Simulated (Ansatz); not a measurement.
Ansatz results at the PBE0-D4/def2-TZVP geometry: zero-point energy (PBE0-D4/def2-TZVP) 22.7 kJ/mol; LUMO energy (ωB97M-V/def2-TZVPP) 1.84 eV; HOMO–LUMO gap (PBE0/def2-TZVPP) 9.37 eV.

Which molecule gave them?
A. `C=C[SiH2][SiH3]`
B. `F[Si](Cl)(Cl)Cl`
C. `C[Si](O)(Cl)Br`
D. `F[Si](F)(Cl)I`

B. The others give `F[Si](F)(Cl)I`: 23.9, 0.98, 7.46; `C[Si](O)(Cl)Br`: 143.4, 2.05, 8.89; `C=C[SiH2][SiH3]`: 220.4, 1.37, 6.98.
